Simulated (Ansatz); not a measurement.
Level of theory: B3LYP-D3(BJ)/def2-TZVP (Ansatz, a first-principles code). No frequencies were computed at this level.

Ansatz 0.2 input:
```yaml
crystal:
  periodic: [false, false, false]
  atoms:
    - { symbol: O, position_ang: [-0.723761, 0.999397, -0.658735] }
    - { symbol: C, position_ang: [-0.56634, -0.047502, -0.11192] }
    - { symbol: S, position_ang: [0.966732, -0.615524, 0.529977] }
    - { symbol: H, position_ang: [-1.348671, -0.79548, 0.065173] }
    - { symbol: H, position_ang: [1.67204, 0.459109, 0.175507] }
basis:
  gaussian: { orbitals: def2-tzvp }
hamiltonian:
  xc: b3lyp
  dispersion: d3bj
relax:
  max_steps: 150
```

Output:

```
Functional definition: B3LYP
690 factors; their error is unknown
mean field evaluation 1: about -13948.3001 eV, gradient 5.4e1 eV
mean field evaluation 2: about -13919.8906 eV, gradient 1.3e2 eV
mean field evaluation 4: about -13953.5998 eV, gradient 1.1e1 eV
mean field evaluation 8: about -13953.8560 eV, gradient 1.3e-1 eV
mean field evaluation 16: about -13953.8753 eV, gradient 7.4e-5 eV
mean field -13953.87532795 eV, -512.7954600256 hartree, gradient 6.3e-6 eV, S^2 0.000000; 0 other end points of the search recorded, 0 dependent functions left out
reference -13953.87552369 eV, -512.7954672189 hartree; 16, 16 occupied and 95, 95 virtual orbitals, 690 factors
relax step   1: F+E_penalty+E_count = -13954.01814752 eV  Δ(F+E_penalty+E_count) = +0.000e0 eV  max|allowed force component| = 6.034e-1 eV/Å  Δτ_max = 0.0000 Å  (28 SCF iters, accepted)
these checks for a lower state are left out or cut short: starts, cluster_reference, orbital_swaps, neighbouring_geometries, increment
690 factors; their error is unknown
mean field -13953.88961733 eV, -512.7959851509 hartree, gradient 1.2e-5 eV, S^2 0.000000; 0 other end points of the search recorded, 0 dependent functions left out
reference -13953.88981363 eV, -512.7959923647 hartree; 16, 16 occupied and 95, 95 virtual orbitals, 690 factors
relax step   2: F+E_penalty+E_count = -13954.03217113 eV  Δ(F+E_penalty+E_count) = -1.402e-2 eV  max|allowed force component| = 2.233e-1 eV/Å  Δτ_max = 0.0148 Å  (33 SCF iters, accepted)
these checks for a lower state are left out or cut short: starts, cluster_reference, orbital_swaps, neighbouring_geometries, increment
690 factors; their error is unknown
mean field evaluation 32: about -13953.8909 eV, gradient 1.3e-5 eV
mean field -13953.89093251 eV, -512.7960334829 hartree, gradient 1.3e-5 eV, S^2 0.000000; 0 other end points of the search recorded, 0 dependent functions left out
reference -13953.89112932 eV, -512.7960407155 hartree; 16, 16 occupied and 95, 95 virtual orbitals, 690 factors
relax step   3: F+E_penalty+E_count = -13954.03314647 eV  Δ(F+E_penalty+E_count) = -9.753e-4 eV  max|allowed force component| = 2.795e-1 eV/Å  Δτ_max = 0.0155 Å  (34 SCF iters, accepted)
these checks for a lower state are left out or cut short: starts, cluster_reference, orbital_swaps, neighbouring_geometries, increment
690 factors; their error is unknown
mean field -13953.89093528 eV, -512.7960335845 hartree, gradient 1.3e-5 eV, S^2 0.000000; 0 other end points of the search recorded, 0 dependent functions left out
reference -13953.89113205 eV, -512.7960408158 hartree; 16, 16 occupied and 95, 95 virtual orbitals, 690 factors
relax step   4: F+E_penalty+E_count = -13954.03314256 eV  Δ(F+E_penalty+E_count) = +3.911e-6 eV  max|allowed force component| = 2.592e-1 eV/Å  Δτ_max = 0.0100 Å  (34 SCF iters, rejected (line search))
these checks for a lower state are left out or cut short: starts, cluster_reference, orbital_swaps, neighbouring_geometries, increment
690 factors; their error is unknown
mean field -13953.89235346 eV, -512.7960857017 hartree, gradient 1.3e-5 eV, S^2 0.000000; 0 other end points of the search recorded, 0 dependent functions left out
reference -13953.89255028 eV, -512.7960929348 hartree; 16, 16 occupied and 95, 95 virtual orbitals, 690 factors
relax step   5: F+E_penalty+E_count = -13954.03456102 eV  Δ(F+E_penalty+E_count) = -1.415e-3 eV  max|allowed force component| = 1.875e-1 eV/Å  Δτ_max = 0.0049 Å  (34 SCF iters, accepted)
these checks for a lower state are left out or cut short: starts, cluster_reference, orbital_swaps, neighbouring_geometries, increment
690 factors; their error is unknown
mean field -13953.89345716 eV, -512.7961262619 hartree, gradient 1.3e-5 eV, S^2 0.000000; 0 other end points of the search recorded, 0 dependent functions left out
reference -13953.89365399 eV, -512.7961334953 hartree; 16, 16 occupied and 95, 95 virtual orbitals, 690 factors
relax step   6: F+E_penalty+E_count = -13954.03567336 eV  Δ(F+E_penalty+E_count) = -1.112e-3 eV  max|allowed force component| = 3.670e-3 eV/Å  Δτ_max = 0.0097 Å  (34 SCF iters, accepted)
690 factors; their error is unknown
mean field evaluation 64: about -13953.6169 eV, gradient 1.1e1 eV
mean field -13953.89345716 eV, -512.7961262619 hartree, gradient 1.3e-5 eV, S^2 0.000000; 1 other end points of the search recorded, 0 dependent functions left out
reference -13953.89365399 eV, -512.7961334953 hartree; 16, 16 occupied and 95, 95 virtual orbitals, 690 factors
Total energy: -13954.03587020 eV, -512.8013598444 hartree
Atom 0 at    -0.747206     1.001667    -0.665251 Å, force    -0.001185     0.001904    -0.001105 eV/Å
Atom 1 at    -0.564111    -0.043870    -0.113088 Å, force     0.003670    -0.001831     0.000635 eV/Å
Atom 2 at     0.985516    -0.628899     0.541333 Å, force    -0.002333    -0.001538    -0.000199 eV/Å
Atom 3 at    -1.359266    -0.789955     0.059672 Å, force    -0.000766    -0.000147     0.000731 eV/Å
Atom 4 at     1.685067     0.461058     0.177336 Å, force     0.000614     0.001611    -0.000062 eV/Å
Dipole moment:     0.124994    -0.266147     0.159125 e Å
```

Cost: roughly 9 core-seconds.
